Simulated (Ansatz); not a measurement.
Isolated molecules relaxed with PBE0-D4/def2-TZVP in Ansatz; ΔE leaves out vibrations. CCSD(T)/CBS adds triple-zeta CCSD(T) − MP2 to the extrapolated MP2 energy (def2 sets, frozen cores). This one scheme is used for every species. Functionals use def2-TZVPP. Elements past krypton have def2 core potentials. For Ge, I outer-core shells are correlated without core-valence functions, which leaves a few kJ/mol of doubt a bond. Scalar relativity is left out up to krypton. One conformer a species, not always the lowest.

Consider the ligand exchange at a Ge–O bond: `B[O][GeH2][F]` + HI → `[F][GeH2][I]` + `BO`.

(1) Is it downhill or uphill in electronic energy at CCSD(T)/CBS, and by how much? (Best estimate.)

(2) What do these levels give: ωB97X-V, B2PLYP, MP2/def2-SVP, CCSD/def2-SVP, HF/def2-TZVPP, CCSD/CBS(def2)? (Best estimate.)

Largest T1 diagnostic among the species: 0.014.

Results:

(1) The calculation gave: Downhill: ΔE = -0.48 eV.

(2) Ansatz gave: ωB97X-V -0.46, B2PLYP -0.46, MP2/def2-SVP -0.43, CCSD/def2-SVP -0.40, HF/def2-TZVPP -0.42, CCSD/CBS(def2) -0.48 eV.

At CCSD(T), def2-SVP lies +0.08 eV from the extrapolated value and def2-TZVPP +0.09 eV. Leaving LDA and LC-ωPBE aside and taking each functional with its dispersion term where it has one, the values, not all of them listed here, spread over 0.17 eV, from HSE06-D4 to B97M-V. LDA lies +0.05 eV from PBE without D4.
